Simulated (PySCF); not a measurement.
H5NSeSi. Atoms are numbered in the order given.

```xyz
8

Se     0.4857     0.5269     0.0000
N     -1.3245     1.1596     0.0000
H     -1.4141     1.7716     0.8243
H     -1.4141     1.7716    -0.8243
Si    -0.2360    -1.6549     0.0000
H      1.0004    -2.5159     0.0000
H     -1.0555    -1.9463     1.2258
H     -1.0555    -1.9463    -1.2258
```
Charge 0, spin multiplicity 1.

Geometry: PBE-D3(BJ)/def2-SVP. The values are those of a single conformer.

The numbers are results of HF/pcSseg-1 run with PySCF, not measurements.

GIAO shieldings, no solvent; atoms alike by connectivity are averaged. δ = σ(ref) − σ: ⁷⁷Se against Me2Se (σ = 1942.8 ppm); ¹⁵N against NH3 (σ = 267.3 ppm); ¹H against TMS (σ = 31.99 ppm); ²⁹Si against TMS (σ = 393.8 ppm), references at their B3LYP-D3(BJ)/def2-TZVP geometries, non-relativistic.

Task: Estimate the chemical shifts. (An estimate is asked for; the answer gives what the named calculation found.)

Result: 
```csv
nucleus,atoms,count,δ (ppm)
⁷⁷Se,Se1,1,254.3
¹⁵N,N2,1,-16.5
¹H,"H6, H7, H8",3,4.95
¹H,"H3, H4",2,1.46
²⁹Si,Si5,1,-45.0
```
